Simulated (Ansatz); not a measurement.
# A basis-limit estimate, worked out

An elementary step of Si2H7Cl3O2, closed shell (Si₂H₃Cl₃ ([SiH3][Si]([Cl])([Cl])[Cl]) + H₂O + H₂O → SiHCl₃O ([OH][Si]([Cl])([Cl])[Cl]) + SiH₄ + H₂O; Si–Si, H–O, H–O broken or loosened, Si–O, Si–H, H–O formed or tightened). “Start” and “end” are the PBE0-D4/def2-TZVP structures reached by relaxing down either side of its saddle point, with the molecules still in contact.

Program: Ansatz 0.2.0. Basis: def2-TZVPP and def2-QZVPP. Cores are frozen in the correlated methods.

Energies in eV:

| quantity | end | start |
| --- | --- | --- |
| Hartree–Fock, triple zeta (X = 3) | -57430.00182 | -57428.63947 |
| Hartree–Fock, quadruple zeta (X = 4) | -57431.73873 | -57430.35423 |
| MP2 correlation, X = 3 | -36.23020 | -36.48864 |
| MP2 correlation, X = 4 | -39.53179 | -39.83094 |
| CCSD(T) correlation, X = 3 | -39.88469 | -40.17387 |

(1) Work out the step energy at the basis limit: extrapolate Hartree–Fock as E(X) = E∞ + A exp(−7.88 √X) and the MP2 correlation as E(X) = E∞ + B X^−2.97 (the exponents that Neese and Valeev fitted for def2-TZVPP and QZVPP), then add CCSD(T) − MP2 in triple zeta.

The T1 diagnostic stays at or below 0.012.

Answers

(1) Each step is linear, so take the differences first (end − start): Hartree–Fock -1.36235 (X = 3) and -1.38450 (X = 4); MP2 correlation 0.25844 and 0.29915; CCSD(T) correlation 0.28918.
Two points give E∞ = E(4) + w [E(4) − E(3)], with w = 1/(exp(7.88 (2 − √3)) − 1) = 0.1377 for Hartree–Fock and w = 1/((4/3)^2.97 − 1) = 0.7407 for the correlation.
Hartree–Fock: -1.38450 + 0.1377 × (-0.02215) = -1.3876 eV.
MP2 correlation: 0.29915 + 0.7407 × 0.04071 = 0.3293 eV.
CCSD(T) − MP2: 0.28918 − 0.25844 = 0.0307 eV.
Sum: -1.3876 + 0.3293 + 0.0307 = -1.0276 eV, or -23.70 kcal/mol. Plain CCSD(T) in triple zeta gives -1.0732 eV, so the larger basis shifts the result by 0.0456 eV.

Labels in which every atom is bracketed show which atoms are joined, not bond orders.

For scale, one of the runs: CCSD(T)/def2-TZVPP, 370 basis functions, launched by `ansatz run in.yaml --threads 4 --pin off --events-out ev --progress --plain --max-ram 66560MiB --backend cuda --devices 0, --max-vram 37GiB`. Hardware: 4 CPU threads of an AMD EPYC 7R13 and a share of one NVIDIA H100, shared host. Wall time 22 s; peak host memory 1.4 GiB.
